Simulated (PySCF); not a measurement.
A calculated (PBE0, PySCF 2.14, x2c-TZVPPall with one added diffuse shell each of s, p, d, f type, the spin-free X2C one-electron Hamiltonian (Gaussian nucleus)) atom or ion has these occupied shells.

```csv
shell,electrons,orbital energy (eV),"rms radius, mean of both spins (bohr)"
1s α,1,-7626.9,0.0649
1s β,1,-7626.9,0.0649
2s α,1,-907.06,0.277
2s β,1,-906.48,0.277
2p α,3,-774.87,0.249
2p β,3,-774.38,0.249
3s α,1,-100.70,0.838
3s β,1,-99.241,0.838
3p α,3,-62.663,0.901
3p β,3,-61.093,0.901
3d α,5,-3.615,1.64
3d β,4,-2.607,1.64
```

Name the element and its charge.

Co (cobalt, neutral), in [Ar] 3d9, 2D determinant (an excited configuration).
